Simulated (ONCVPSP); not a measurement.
# Configuration tests for Ga (Z = 31) (ONCV)

- Element: Ga
- Generator: ONCVPSP 4.0.1
- Type: optimised norm-conserving Vanderbilt (ONCV)
- Functional: PBEsol
- Relativity: fully relativistic
- Frozen core: [Ne]
- Valence charge: 21
- Reference configuration: 3s2 3p6 3d10 4s2 (charge +1)
- Partial waves: 3s+4s: rc 1.20 bohr, ncon 3, nbas 6, qcut 8.2 1/bohr, 2 projectors; 3p: rc 1.10 bohr, ncon 5, nbas 10, qcut 11.2 1/bohr, 1 projector; 3d: rc 1.10 bohr, ncon 4, nbas 8, qcut 12.2 1/bohr, 2 projectors, debl 1.1 Ha
- Local potential: polynomial inside 0.85 bohr (lpopt 2, dvloc0 1 Ha)
- Core correction: none

Open shells are filled in proportion to 2j + 1.

Energies are relative to the spin-unpolarised reference configuration 3s2 3p6 3d10 4s2; without spin polarisation the order of configurations can differ from experiment.

```csv
valence configuration,charge,ΔE all-electron (eV),error AE − PS (meV)
3s2 3p6 3d10 4s1,+2,21.137,+1.2
3s2 3p6 3d10 4s0,+3,52.258,+4.4
```

**Question.** What are ΔE and the potential's error for 3s2 3p6 3d9 4s2 4p1?

**Answer.** ΔE = 22.028 eV all-electron; the error (AE − PS) is +22 meV.

**Question.** What are ΔE and the potential's error for 3s2 3p6 3d10 4s2 4p1?

**Answer.** ΔE = -5.681 eV all-electron; the error (AE − PS) is -18 meV.

Levels in the configuration 3s2 3p6 3d10 4s0:

```tsv
level	all-electron (eV)	pseudo (eV)
3s j=1/2	-181.344	-181.389
3p j=3/2	-131.079	-131.102
3p j=1/2	-134.703	-134.731
3d j=5/2	-52.264	-52.299
3d j=3/2	-52.735	-52.771
```
